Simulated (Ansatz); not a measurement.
Consider the redistribution: `[NH2][GaH][CH2]F` + `CB(C)S` → `[CH3][GaH][CH2]F` + `CB(N)S`.

Gas-phase electronic energies from Ansatz, PBE0-D4/def2-TZVP geometries. CCSD(T)/CBS adds triple-zeta CCSD(T) − MP2 to the extrapolated MP2 energy (def2 sets, frozen cores). DFT in def2-TZVPP. For Ga outer-core shells are correlated without core-valence functions, which leaves a few kJ/mol of doubt a bond. Scalar relativity is left out up to krypton. One conformer a species, not always the lowest.

| level | ΔE (kJ/mol) |
| --- | --- |
| ωB97X-V | -43.8 |
| MP2/def2-TZVPP | -43.1 |
| CCSD(T)/def2-TZVPP | -42.5 |
| MP2/def2-QZVPP | -42.1 |

(1) What does CCSD(T)/CBS give? (Best estimate.)

Largest T1 diagnostic among the species: 0.013.

Answers

(1) Computed: -41.3 kJ/mol. The listed levels differ from it by -2.5, -1.8, -1.2, -0.8 kJ/mol.
